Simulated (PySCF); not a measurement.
Molfile (atoms numbered from 1):
```
C5H10Se
     RDKit          3D

 16 16  0  0  0  0  0  0  0  0999 V2000
   -1.6444   -1.1316    0.1698 C   0  0  0  0  0  0  0  0  0  0  0  0
   -0.3871   -0.4193   -0.3063 C   0  0  2  0  0  0  0  0  0  0  0  0
    0.7474   -0.4370    0.7173 C   0  0  0  0  0  0  0  0  0  0  0  0
    1.9136    0.3648    0.1635 C   0  0  0  0  0  0  0  0  0  0  0  0
    1.1129    1.9178   -0.7443 Se  0  0  0  0  0  2  0  0  0  0  0  0
   -0.6435    1.0451   -0.6552 C   0  0  0  0  0  0  0  0  0  0  0  0
   -2.0323   -0.6709    1.0931 H   0  0  0  0  0  0  0  0  0  0  0  0
   -2.4422   -1.0879   -0.5872 H   0  0  0  0  0  0  0  0  0  0  0  0
   -1.4440   -2.1928    0.3834 H   0  0  0  0  0  0  0  0  0  0  0  0
   -0.0177   -0.9198   -1.2202 H   0  0  0  0  0  0  0  0  0  0  0  0
    0.3894    0.0198    1.6566 H   0  0  0  0  0  0  0  0  0  0  0  0
    1.0563   -1.4688    0.9548 H   0  0  0  0  0  0  0  0  0  0  0  0
    2.6000    0.7183    0.9448 H   0  0  0  0  0  0  0  0  0  0  0  0
    2.4899   -0.2133   -0.5736 H   0  0  0  0  0  0  0  0  0  0  0  0
   -1.1570    1.1627   -1.6198 H   0  0  0  0  0  0  0  0  0  0  0  0
   -1.2472    1.5358    0.1241 H   0  0  0  0  0  0  0  0  0  0  0  0
  1  2  1  0
  2  3  1  0
  3  4  1  0
  4  5  1  0
  5  6  1  0
  6  2  1  0
  1  7  1  0
  1  8  1  0
  1  9  1  0
  2 10  1  6
  3 11  1  0
  3 12  1  0
  4 13  1  0
  4 14  1  0
  6 15  1  0
  6 16  1  0
M  END
```

Geometry: PBE0-D3(BJ)/def2-SVP; GIAO shifts from PySCF, gas phase, non-relativistic, averaged over equivalent atoms.

At KT3/pcSseg-1 (176 basis functions, 34 s wall time on 1 thread of an Arm Neoverse V1, shared host):
```json
{"atoms": "C2", "δ (ppm)": "44.7"}
{"atoms": "C3", "δ (ppm)": "43.2"}
{"atoms": "C6", "δ (ppm)": "40.0"}
{"atoms": "C4", "δ (ppm)": "34.3"}
{"atoms": "C1", "δ (ppm)": "20.5"}
{"atoms": "Se5", "δ (ppm)": "159.7"}
{"atoms": "H14", "δ (ppm)": "2.89"}
{"atoms": "H13", "δ (ppm)": "2.70"}
{"atoms": "H15", "δ (ppm)": "2.61"}
{"atoms": "H16", "δ (ppm)": "2.34"}
{"atoms": "H12", "δ (ppm)": "1.94"}
{"atoms": "H10", "δ (ppm)": "1.82"}
{"atoms": "H11", "δ (ppm)": "1.23"}
{"atoms": "H7/H8/H9", "δ (ppm)": "1.14"}
```

Scale: TMS for $^{13}$C (σref 182.31), $^{1}$H (σref 31.32); $^{77}$Se (σref 1679.24) vs Me2Se (reference shieldings calculated alike).

What do these become at PBE0/pcSseg-1?

## Answers


```tsv
atoms	δ at PBE0/pcSseg-1	change
C2	42.8	-1.9
C3	42.6	-0.6
C6	39.3	-0.7
C4	32.7	-1.6
C1	20.2	-0.3
Se5	183.6	+23.9
H14	2.77	-0.12
H13	2.59	-0.11
H15	2.52	-0.09
H16	2.23	-0.11
H12	1.82	-0.12
H10	1.70	-0.12
H11	1.17	-0.06
H7/H8/H9	1.11	-0.03
```

Referencing at the same level of theory: TMS for $^{13}$C (σ = 184.41 ppm), $^{1}$H (σ = 31.27 ppm); Me2Se for $^{77}$Se (σ = 1769.71 ppm).

The largest change is at Se5 (selenium bonded to 2 C, in a 5-membered ring). Cost: 176 basis functions, 26 s wall time on 1 thread of an Arm Neoverse V1, shared host. The order of the carbon signals is the same at both levels.

Relativistic effects, spin–orbit coupling among them, are left out; they matter for Se and for the light atoms bonded to it.
